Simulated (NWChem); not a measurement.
System: MgSiH₃OBr; SMILES [SiH3][O][Mg][Br]

Input file for NWChem:

```
start job
memory heap 200 mb stack 900 mb global 1100 mb
geometry units angstroms noautoz
  Mg     0.147475    -0.081159    -0.000787
  Br     0.415360    -2.406419     0.000892
  O     -0.057315     1.698193    -0.002071
  Si    -0.254514     3.321911    -0.003230
  H     -1.031815     3.778652    -1.193592
  H      1.058379     4.032660    -0.028798
  H     -0.988314     3.785589     1.211753
end
basis spherical
  Mg library 6-31g*
  Br library 6-31g*
  O library 6-31g*
  Si library 6-31g*
  H library 6-31g*
end
dft
  xc m06-2x
  iterations 150
  mulliken
end
task dft energy
```

The geometry was optimised at B3LYP/6-31G* (spherical d).

Predict the main results of this run. (M06-2X/6-31G* (spherical d).) Quantities: energy (Ha); highest occupied level (eV); orbital gap (eV); dipole (D).


- energy (Ha): -3140.51
- highest occupied level (eV): -9.51
- orbital gap (eV): 8.34
- dipole (D): 0.48
